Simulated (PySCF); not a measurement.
**Two-component Hartree-Fock for Yb⁶⁸⁺ (ytterbium, charge +68)**

Start: 1s2. Calculated with PySCF 2.14 in an even-tempered Gaussian basis (15 s from 220 bohr⁻², ratio 2.4; 11 p from 280 bohr⁻², ratio 2.4; 3 d from 870 bohr⁻², ratio 2.6; 3 f from 1300 bohr⁻², ratio 2.6): generalised Hartree-Fock with the X2C-1e Hamiltonian and a Gaussian nucleus; one run each with spin-orbit coupling (SO) switched off, then screened by Boettger's factors, then bare.

| spinor shell | electrons | ε, spin-free (eV) | ε, screened SO (eV) | ε, bare SO (eV) | weight of nominal j (screened SO) | rms radius, screened SO (bohr) |
| --- | --- | --- | --- | --- | --- | --- |
| 1s1/2 | 2 | -70290.1 | -70290.1 | -70290.1 | 1.000 | 0.0222 |

```tsv
quantity	spin-free	screened SO	bare SO
E (hartree)	-5217.17029	-5217.17029	-5217.17029
M_J	0	0	0
⟨J²⟩	0.000	0.000	0.000
⟨L²⟩	0.000	0.000	0.000
⟨S²⟩	0.000	0.000	0.000
```

Breit and QED terms are absent; they matter most for the inner s and p1/2 levels.

Densities and radii are taken from the X2C orbitals without a picture-change correction, which distorts them close to the nucleus.

Without spin-orbit coupling the j labels of p, d and f shells carry no meaning; the spin-free column gives the mean over the occupied spinors of each nl shell.
